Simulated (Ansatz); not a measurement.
ClH2InO2 (`[OH][In]([OH])[Cl]`), relaxed with RKS PBE-D4/def2-SVP in Ansatz from a rough embedded geometry. The force threshold is 0.03 eV/Å; the program also tests the step.

Charge 0, multiplicity 1. In: def2 effective core potential.

Start:

```xyz
6

O    -0.116    0.125   -1.752
In    0.691    0.183    0.133
O    -0.010    0.599    1.379
Cl    1.386   -1.453    0.566
H    -0.982   -0.286   -1.490
H    -0.969    0.831    1.164
```

| step | energy (eV) | largest force (eV/Å) | largest move (Å) |
| --- | --- | --- | --- |
| 1 | -21796.3954 | 35.560 | 0.000 |
| 2 | -21805.4069 | 9.794 | 0.195 |
| 3 | -21807.3434 | 3.243 | 0.196 |
| 4 | -21808.0100 | 1.064 | 0.195 |
| 5 | -21808.2512 | 0.596 | 0.199 |
| 6 | -21808.3357 | 0.484 | 0.200 |
| 7 | -21808.3426 | 0.292 | 0.065 |
| 8 | -21808.3456 | 0.362 | 0.062 |
| 9 | -21808.3624 | 0.177 | 0.200 |
| 10 | -21808.3841 | 0.067 | 0.199 |
| 11 | -21808.3847 | 0.360 | 0.044 |
| 12 | -21808.3912 | 0.012 | 0.071 |
| 13 (rejected) | -21808.3866 | 0.427 | 0.065 |
| 14 | -21808.3917 | 0.076 | 0.030 |
| 15 | -21808.3923 | 0.003 | 0.033 |

End:

```xyz
6

O    -0.230   -0.307   -1.811
In    0.402   -0.312    0.105
O    -0.325    0.743    1.664
Cl    2.214   -1.723    0.580
H    -1.006    0.282   -1.899
H    -1.054    1.319    1.359
```

It took 8 s on 2 threads of a server CPU on a shared host, with 0.13 GiB of host memory at the peak.
